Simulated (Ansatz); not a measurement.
Basis-set extrapolation for `N[SiH]([AlH2])[SiH3]` (PBE0-D4/def2-TZVP geometry, frozen core, the Gaussian-basis code of Ansatz). Multiplicity 1, RHF reference.

```csv
,def2-TZVPP,def2-QZVPP
HF,-878.942639,-878.970657
MP2 correlation,-0.548758,-0.588931
CCSD(T) correlation,-0.635931,not run
```

Energies in hartree. Use E(X) = E(∞) + A·exp(−7.88·√X) for Hartree–Fock and E(X) = E(∞) + B·X^(−2.97) for correlation, with X = 3 and 4, and add CCSD(T) minus MP2 of the smaller set to the MP2 limit.

**Question.** What is the CCSD(T) energy at the basis-set limit?

**Answer.** HF limit: -878.970657 + (-0.028018) × 0.13774 = -878.97452. MP2 limit: -0.588931 + (-0.040173) × 0.74074 = -0.61869. Higher-order term: -0.635931 − (-0.548758) = -0.08717. Total: -879.68038 hartree, 267.3 kJ/mol below CCSD(T)/def2-TZVPP.
